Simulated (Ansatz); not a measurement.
```xyz
5

O     0.5798    1.1333    0.3221
Ge    0.2555   -0.6027    0.2261
Cl   -0.5109   -1.0350   -1.7540
Cl   -1.2475   -0.9790    1.7127
H     0.9231    1.4834   -0.5070
```

Total charge 0; spin multiplicity 2.

Problem. List the CAM-B3LYP/def2-TZVPP orbital energies in eV (the Gaussian-basis code of Ansatz). (Estimate.)

Solution. The calculation gave: α occupied: -10854.24, -2764.78, -2764.78, -1358.34, -1209.32, -1209.30, -1209.28, -523.48, -259.54, -259.53, -198.63, -198.62, -198.44, -198.44, -198.43, -198.42, -173.22, -123.55, -123.50, -123.44, -37.17, -37.12, -37.07, -37.01, -37.00, -30.07, -25.25, -24.71, -17.75, -15.22, -13.30, -12.67, -12.36, -11.46, -11.07, -11.00, -10.79, -8.51. α empty: 0.88, 1.07, 1.41, 2.77, 5.83, 6.28, 6.40, 6.93. β occupied: -10854.20, -2764.74, -2764.74, -1358.31, -1209.29, -1209.28, -1209.25, -523.36, -259.50, -259.50, -198.53, -198.53, -198.41, -198.40, -198.40, -198.40, -173.15, -123.48, -123.45, -123.38, -37.11, -37.06, -36.98, -36.93, -36.91, -29.82, -25.02, -24.49, -17.37, -14.87, -12.89, -12.16, -12.02, -11.19, -10.95, -10.87, -10.73. β empty: -3.21, 1.19, 1.28, 1.93, 2.97, 6.08, 6.35, 6.47. ⟨S²⟩ = 0.755.
